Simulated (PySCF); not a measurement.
Working out the ionisation energy of V

V [Ar] 3d3 4s2 (4F) → V+ [Ar] 3d4 (5D). Calculation: PySCF 2.14, in def2-SVP (5s3p2d1f, 31 functions); the non-relativistic Hamiltonian (point nucleus). Frozen: [Ar]. Energies in hartree (1 hartree = 27.21139 eV):

```csv
part,V (lower),V+ (upper)
UHF,-942.752233,-942.530043
MP2 opposite-spin,-0.022763,0.000000
MP2 same-spin,-0.014821,-0.030589
```

Problem. What does Hartree-Fock give?

Solution. (-942.530043) − (-942.752233) = 0.222190 hartree = 6.046 eV.

Problem. What do MP2 and SCS-MP2 (6/5 opposite-spin, 1/3 same-spin) give?

Solution. The opposite-spin parts differ by 0.619 eV and the same-spin parts by -0.429 eV. MP2: 6.046 + (0.619) + (-0.429) = 6.236 eV. SCS-MP2: 6.046 + 1.2 × (0.619) + (-0.429)/3 = 6.646 eV.

Measured between the centres of the two terms (NIST): 6.732 eV, so MP2 (valence) is off by -0.496 eV.

The calculation is non-relativistic.

A double-zeta basis recovers only part of the correlation energy.

What remains against the reference includes basis incompleteness, the frozen core and correlation beyond second order.
